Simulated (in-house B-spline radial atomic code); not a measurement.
The niobium ion Nb²⁺ is squeezed into an impenetrable sphere of radius R (the orbitals vanish at R). Caution: exact exchange at fractional occupations of open shells leaves self-interaction of up to several eV. Method: non-relativistic PBE0, spin-polarised, spherical fractional occupations, point nucleus. Calculated with a radial B-spline atomic code at the basis-set limit.

Energies in eV above the free ion in [Kr] 4d3:

| R (bohr) | highest level (eV) | [Kr] 4d3 | [Kr] 4d2 4f1 | [Ar] 3d9 4s2 4p6 4d3 4f1 | -dE/dV in [Kr] 4d3 (GPa) |
| --- | --- | --- | --- | --- | --- |
| 8.5 | -20.6 | 0.0003485 | 18.62 | 232.2 | 0.000864 |
| 5.93 | -20.5 | 0.05954 | 21.08 | 234.5 | 0.277 |
| 5.44 | -20.4 | 0.15 | 22.21 | 235.5 | 0.814 |
| 4.16 | -19.2 | 1.586 | 28.38 | 241.3 | 14.6 |
| 3.66 | -17.7 | 4.077 | 33.98 | 246.5 | 50.8 |
| 2.87 | -10.6 | 21.05 | 58.2 | 270.1 | 495 |
| 2.56 | -3.71 | 43.33 | 84.28 | 296.1 | 1370 |
| 2.29 | 6.68 | 84.57 | 129.2 | 341.5 | 3530 |
| 1.69 | 67.7 | 429.6 | 480.3 | 705.8 | 37400 |
| 1.5 | 114 | 754.9 | 802.9 | 1046 | 88100 |

Question: Does [Kr] 4d2 4f1 fall below [Kr] 4d3 under compression?

Answer: No, it stays above over the whole range.

Question: Does [Ar] 3d9 4s2 4p6 4d3 4f1 fall below [Kr] 4d3 under compression?

Answer: No, it stays above over the whole range.

The highest level is first positive in the row R = 2.29 bohr, pushed up by confinement above the zero of the free ion's potential. Each configuration is held fixed and needn't be the lowest in the sphere.
